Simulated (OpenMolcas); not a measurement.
Ta4+ with 6 ligands (chloride) in octahedral coordination (Oh) at 2.44 Å. A charge of +0.333 e stands 2.4 Å behind each ligand. Ligand basis ANO-RCC-VDZP.

```yaml
Program: OpenMolcas 26.06
Method: CASSCF
Basis: ANO-RCC-VTZP [8s7p5d3f2g1h]
Scalar_Hamiltonian: DKH2, point nucleus
Active_space: 1 electron in 5 orbitals (5d)
State_averaging: 2S+1 = 2 even, 5 roots
Spin-orbit_coupling: RASSI with atomic mean-field integrals over the reference wave functions
```

(1) What is the spin-free ground state (labels of O, the rotations of Oh)?

(2) Where is the first state of the same spin?

(3) What are the lowest two levels with spin-orbit coupling?

(4) What is χT at 300 K, and how does it compare with the textbook value?

(5) Which ligand-field parameters describe the states?

Results:

(1) 2T2, 3-fold in its orbital part; it has the highest spin that d1 allows.

(2) 2E at 23700 cm-1 above the ground state.

(3) A 4-fold level Γ8, then a 2-fold level 3447 cm-1 above it. Their leading multiplicities are 2 (100 %) and 2 (100 %).

(4) The lowest level has 2S+1 = 2, for which the spin-only value is χT = S(S+1) / 2 = 0.375 cm3 K/mol (g = 2). The computed 0.047 at 300 K differs by -0.328, through orbital momentum, spin-orbit coupling and any other state in reach. With a threefold ground state the orbital momentum is unquenched, so the spin-only value is not expected to hold.

(5) The gap between the two states is 10Dq = 23736 cm-1. 

An orbital triplet at a regular site is open to Jahn-Teller coupling, which can distort the site and quench the lowest spin-orbit gaps and is left out. The least metal-like active orbital is 72 % on the metal (Löwdin) and no ligand orbital is active, so the numbers are rough. With metal d orbitals alone the field can be off either way by tens of per cent. Ligand-to-metal charge-transfer states are missing. No measured value stands beside these numbers; the geometry was imposed, not optimised, and the real ion may take another.
